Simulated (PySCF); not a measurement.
Y(OMe)3, C3H9O3Y (singlet state).
Bonds: Y1–O2, Y1–O7, Y1–O12, O2–C3, O7–C8, O12–C13. Hydrogens: H4, H5, H6 on C3; H9, H10, H11 on C8; H14, H15, H16 on C13.

Computed by this run: PySCF 2.14.0, PBE0-D3(BJ)/def2-SVP geometry optimisation, gas phase, def2 core potentials past Kr; density fitting, grid level 1; the optimiser is geomeTRIC in internal coordinates, started from a GFN2-xTB structure with every atom displaced at random (about 0.03 Å).

Step 1: E = -10427.3281 eV
```
atom  x, y, z in Å  |  force x, y, z in eV/Å
Y1      0.6079   -0.7185   -1.3838   -0.204   0.221  -0.168
O2      2.1115   -0.8671   -0.0278   -0.491   0.151  -0.336
C3      2.2721    0.1513    0.9019    1.841  -0.280   0.336
H4      2.7465    1.0557    0.4544   -0.528   0.041   0.036
H5      3.0497   -0.1803    1.6259   -0.336   0.118   0.263
H6      1.3655    0.4121    1.4673   -0.181   0.120  -0.014
O7      0.0109    1.2457   -1.2326   -0.005  -0.478  -0.543
C8     -1.2787    1.7374   -1.3700   -0.382  -0.231   1.051
H9     -1.6060    1.8485   -2.4135    0.021   0.161  -0.299
H10    -1.3958    2.7085   -0.8524    0.056   0.145  -0.223
H11    -2.0347    1.0730   -0.8687    0.245   0.144  -0.269
O12    -1.0165   -1.6807   -0.5966    0.179   0.310  -0.383
C13    -1.2016   -1.6755    0.7692    0.744  -0.918   0.799
H14    -0.3930   -2.2596    1.2861   -0.170   0.223  -0.097
H15    -2.1129   -2.2176    1.0668   -0.401   0.328   0.020
H16    -1.1593   -0.6667    1.2403   -0.387  -0.058  -0.171
```

Step 2: E = -10427.5040 eV
```
atom  x, y, z in Å  |  force x, y, z in eV/Å
Y1      0.5963   -0.7098   -1.3957    0.060  -0.083   0.125
O2      2.1240   -0.8307   -0.0452   -0.252   0.358   0.002
C3      2.3601    0.1536    0.9191    0.540  -0.337   0.026
H4      2.7668    1.0763    0.4728   -0.108   0.222  -0.075
H5      3.1354   -0.1697    1.6412   -0.129  -0.127   0.069
H6      1.4543    0.4160    1.4982    0.007   0.013   0.015
O7     -0.0108    1.2324   -1.2704   -0.138  -0.141  -0.410
C8     -1.2960    1.7463   -1.3763   -0.058   0.188   0.160
H9     -1.6254    1.8715   -2.4303    0.071   0.076   0.065
H10    -1.3964    2.7304   -0.8784    0.114   0.047  -0.109
H11    -2.0411    1.0950   -0.8869   -0.141  -0.151   0.035
O12    -1.0150   -1.6838   -0.5900    0.217   0.193   0.108
C13    -1.2289   -1.7172    0.7834   -0.018  -0.605   0.215
H14    -0.4329   -2.2721    1.3206    0.107   0.023  -0.028
H15    -2.1583   -2.2579    1.0532   -0.110   0.212  -0.132
H16    -1.2665   -0.7143    1.2510   -0.162   0.112  -0.068
```

Step 3: E = -10427.6140 eV
```
atom  x, y, z in Å  |  force x, y, z in eV/Å
Y1      0.5898   -0.7059   -1.3916    0.164  -0.081   0.410
O2      2.1385   -0.7685   -0.0480   -0.086   0.283   0.025
C3      2.4727    0.1626    0.9407   -0.386   0.023  -0.221
H4      2.8244    1.1147    0.4999    0.131   0.014   0.031
H5      3.2510   -0.1891    1.6396    0.082  -0.202  -0.083
H6      1.5858    0.4238    1.5556    0.109  -0.029   0.081
O7     -0.0522    1.2247   -1.3298   -0.209  -0.086  -0.316
C8     -1.3275    1.7709   -1.4024    0.013   0.174  -0.210
H9     -1.6616    1.9105   -2.4574    0.040  -0.033   0.171
H10    -1.3889    2.7722   -0.9342    0.098  -0.034   0.065
H11    -2.0815    1.1310   -0.9056   -0.071  -0.008   0.034
O12    -0.9977   -1.6961   -0.5581    0.271   0.056   0.272
C13    -1.2741   -1.7808    0.8080   -0.405  -0.067  -0.194
H14    -0.4811   -2.3011    1.3749    0.081  -0.034   0.028
H15    -2.2213   -2.3233    1.0121    0.102  -0.026  -0.139
H16    -1.4107   -0.7796    1.2626    0.067   0.048   0.044
```

**Question.** Estimate the geometry and energy of step 4. (The exact step hangs on the optimiser's Hessian estimate; all steps are aligned on step 3, rigid shifts and turns removed.)

**Answer.** E = -10427.6975 eV, largest force 0.840 eV/Å
```
atom  x, y, z in Å  |  force x, y, z in eV/Å
Y1      0.5847   -0.6983   -1.3698    0.192   0.004   0.496
O2      2.1463   -0.6923   -0.0414    0.044   0.184   0.000
C3      2.5773    0.1843    0.9561   -0.813   0.138  -0.156
H4      2.9108    1.1506    0.5328    0.262  -0.037   0.017
H5      3.3674   -0.2175    1.6104    0.193  -0.199  -0.162
H6      1.7308    0.4472    1.6275    0.129  -0.043   0.072
O7     -0.1037    1.2155   -1.3934   -0.218  -0.085  -0.262
C8     -1.3609    1.8040   -1.4415    0.141   0.187  -0.362
H9     -1.7068    1.9448   -2.4914    0.005  -0.072   0.137
H10    -1.3702    2.8188   -1.0005    0.056  -0.061   0.157
H11    -2.1253    1.1939   -0.9265   -0.088   0.027   0.084
O12    -0.9680   -1.7075   -0.5092    0.220  -0.074   0.367
C13    -1.3303   -1.8522    0.8335   -0.516   0.288  -0.426
H14    -0.5541   -2.3487    1.4405    0.040  -0.081   0.037
H15    -2.2817   -2.4108    0.9491    0.178  -0.190  -0.100
H16    -1.5507   -0.8657    1.2901    0.175   0.015   0.101
```

The energy changes by -0.0835 eV. The first-order estimate −F·Δx gives -0.1046 eV and the mean of the old and new forces, exact on a quadratic surface, -0.0829 eV. The step makes an angle of 77° with the force vector and moves no atom by more than 0.167 Å.

The cost below is that of the whole optimisation. Hardware: one thread, Arm Neoverse V2 (aarch64), shared host with 32 logical CPUs at a one-minute load of 30. Cost: 5.3 min of wall time, 0.63 GiB resident at most.
